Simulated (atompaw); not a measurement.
# Before and after: PAW (atompaw) potential for P

* Element: phosphorus (P)
* Generator: atompaw 4.2.0.5
* Type: PAW
* Functional: PBE
* Relativity: scalar-relativistic
* Frozen core: [Ne]
* Valence charge: 5
* Reference configuration: 3s2 3p3
* Partial waves: 3s (bound): rc 1.85 bohr; 3s channel at 3.85 Ry: rc 1.85 bohr; 3p (bound): rc 1.85 bohr; 3p channel at 0.75 Ry: rc 1.85 bohr
* Local potential: bessel scheme, radius 1.65 bohr
* Core correction: smooth core density matched at 1.65 bohr
* Augmentation charge: sinc compensation charge, radius 1.50 bohr; PAW radius 1.85 bohr; waves and projectors: custom rrkj gramschmidtortho

All-electron outer shells of the reference configuration (PBE, scalar-relativistic, ld1.x):

```json
{"shell": "2s", "level (eV)": "-173.99", "outermost node (bohr)": "0.14", "outermost maximum (bohr)": "0.42"}
{"shell": "2p", "level (eV)": "-124.49", "outermost node (bohr)": "–", "outermost maximum (bohr)": "0.36"}
{"shell": "3s", "level (eV)": "-13.97", "outermost node (bohr)": "0.65", "outermost maximum (bohr)": "1.58"}
{"shell": "3p", "level (eV)": "-5.51", "outermost node (bohr)": "0.64", "outermost maximum (bohr)": "1.83"}
```

Change: wave 3p channel at 0.75 Ry: rc 1.85 bohr becomes 3p channel at 0.75 Ry: rc 1.16 bohr.

Cutoffs: the cutoffs (Ry, on a coarse ladder) from which the occupation-weighted sum of valence levels, in a spherical-Bessel basis at the reference potential, stays within 10 and 1 mRy of its value at 400 Ry; they do not see the model core or the augmentation charge, which bear on the density cutoff.

Problem. What does the change do?

Solution. The potential gets softer (15 Ry and 21 Ry → 12 Ry and 21 Ry); the range in which the p phases agree narrows (upper end at the end of the scan → 2.0); neither file shows a bound ghost.

| quantity | base | changed |
| --- | --- | --- |
| cutoff, loose | 15 Ry | 12 Ry |
| cutoff, tight | 21 Ry | 21 Ry |
| loose cutoff by channel (10 mRy a level) | s 6 Ry, p 10 Ry | s 6 Ry, p 8 Ry |
| bound ghosts | none | none |
| s: phases at 1.86 bohr within 0.05 rad from the reference energy up to (Ry; the scan ends near 5) | to the end of the scan | to the end of the scan |
| p: phases at 1.86 bohr within 0.05 rad from the reference energy up to (Ry; the scan ends near 5) | to the end of the scan | 2.0 |
| lowest overlap eigenvalue by channel | s 0.63, p 0.82 | s 0.63, p 0.47 |

 The cutoffs see the waves, projectors and local potential, not the compensation charge or the core.
